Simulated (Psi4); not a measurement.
C4H5 (SMILES C=C1[CH]C1), doublet (typed; the unrestricted solution is spin-contaminated), geometry from GFN2-xTB. Base run: Psi4 1.11 with HF/STO-3G.

Geometry (Å):
```xyz
9

C     -0.0049    -0.0771     0.2639
C      0.1986    -0.7184    -0.9164
C     -0.0638     0.7360    -0.9919
C     -0.1031    -0.0694     1.6022
H      0.4008    -1.5983    -1.4722
H      0.7488     1.4166    -1.2311
H     -1.0232     1.0903    -1.3592
H      0.0222    -0.9735     2.1730
H     -0.3092     0.8380     2.1422
```
Charge 0, spin multiplicity 2.
Orbitals are unrestricted.
All else is at Psi4's defaults (density fitting; Cartesian or spherical functions as each basis is defined).

Variants of this job, named by their change:

```tsv
change	basis functions	E (Eh)	dipole (D)
base	25	-152.38324	0.30
basis = 6-31G	46	-154.19826	0.22
basis = 6-31G*	70	-154.26233	0.26
basis = cc-pVDZ	81	-154.27445	0.24
basis = 6-31G**	85	-154.27149	0.25
basis = aug-pcseg-1	137	-154.22709	0.23
basis = aug-cc-pVDZ	137	-154.27903	0.24
basis = 6-311+G(2d,p)	138	-154.30475	0.24
basis = def2-TZVP	154	-154.31962	0.25
basis = pcseg-2	190	-154.31106	0.23
basis = cc-pVTZ	190	-154.31668	0.24
basis = def2-TZVPD	193	-154.31983	0.24
basis = aug-cc-pVTZ	299	-154.31780	0.24
```

Totals compare only among sets that treat the same electrons; sets with core potentials leave the core out.

Open shells are given as the SCF converged; they aren't shown to be the lowest states, and a large step between rows can be another state.
